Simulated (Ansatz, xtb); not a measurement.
## C4H2F4O: which of two isomers lies lower

We compare X, `O=C(F)/C=C\C(F)(F)F`, a singlet, with Y, `C=C(C(=O)F)C(F)(F)F`, a singlet. Both are isolated molecules in the gas phase, relaxed with PBE0-D3(BJ)/def2-SVP, each in the lowest conformer that the search found.

X (Å):

```tsv
atom	x (Å)	y (Å)	z (Å)
C	-0.4913	-1.9075	0.5769
C	0.6153	-1.3314	-0.2147
C	1.3684	-0.2595	0.0516
C	1.3007	0.6690	1.2410
F	-0.7499	-1.2467	1.7037
F	0.1254	1.2853	1.3307
F	1.5322	0.0349	2.3870
F	2.2388	1.6109	1.1066
O	-1.1142	-2.8679	0.2692
H	0.8062	-1.8921	-1.1326
H	2.1498	0.0167	-0.6617
```

Y (Å):

```yaml
atoms:
  - { symbol: C, position_ang: [-0.9062, -0.9426, -1.4771] }
  - { symbol: C, position_ang: [-0.4290, -1.1898, -0.2542] }
  - { symbol: C, position_ang: [-0.3649, -2.5561, 0.3145] }
  - { symbol: C, position_ang: [0.0822, -0.0837, 0.6396] }
  - { symbol: F, position_ang: [-0.8352, -3.4722, -0.5403] }
  - { symbol: F, position_ang: [1.3620, -0.2702, 0.9501] }
  - { symbol: F, position_ang: [-0.6135, -0.0207, 1.7714] }
  - { symbol: F, position_ang: [-0.0198, 1.1018, 0.0340] }
  - { symbol: O, position_ang: [0.0397, -2.8641, 1.3826] }
  - { symbol: H, position_ang: [-0.9401, 0.0763, -1.8676] }
  - { symbol: H, position_ang: [-1.2699, -1.7579, -2.1043] }
```

Quicker runs give these differences E(Y) − E(X): GFN2-xTB −0.096 eV; HF/STO-3G −0.057 eV (at GFN2-xTB geometries); r2SCAN-D4/def2-SVP −0.175 eV (at GFN2-xTB geometries).

Q: Estimate E(Y) − E(X) at the level CCSD(T)/def2-SVP + ΔMP2/def2-TZVPP.

A: Calculated at CCSD(T)/def2-SVP + ΔMP2/def2-TZVPP: E(Y) − E(X) = −0.166 eV, so structure Y lies lower.

The same difference at several levels:

```
                             level              geometry  E(Y) − E(X) (eV)  departure from the last row (eV)  job, with rough time for the two
                          GFN2-xTB              GFN2-xTB              −0.096                            +0.070              optimisation, 0.13 s
                         HF/STO-3G              GFN2-xTB              −0.057                            +0.108               single point, 0.4 s
                r2SCAN-D4/def2-SVP              GFN2-xTB              −0.175                            −0.009               single point, 3.5 s
              PBE0-D3(BJ)/def2-SVP  PBE0-D3(BJ)/def2-SVP              −0.173                            −0.007                optimisation, 26 s
                       HF/def2-SVP  PBE0-D3(BJ)/def2-SVP              −0.210                            −0.044           part of the CCSD(T) run
                      MP2/def2-SVP  PBE0-D3(BJ)/def2-SVP              −0.200                            −0.034           part of the CCSD(T) run
                  CCSD(T)/def2-SVP  PBE0-D3(BJ)/def2-SVP              −0.201                            −0.035                      single point
CCSD(T)/def2-SVP + ΔMP2/def2-TZVPP  PBE0-D3(BJ)/def2-SVP              −0.166                                                  single point, 92 s
```

As drawn, both hold the same kinds of bond in the same numbers.

None of the levels shown reverses the order. The largest departure from CCSD(T)/def2-SVP + ΔMP2/def2-TZVPP is that of HF/STO-3G, 0.108 eV. A small imaginary or near-zero mode remains, so no thermal terms are given. The last row adds to CCSD(T) the change of the MP2 difference between the two basis sets, here +0.035 eV.

The correlated steps freeze 9 core orbitals. Run with Ansatz 0.2.0, xtb 6.7.1; the last row on 4 threads of Arm Neoverse V1 on a shared host.
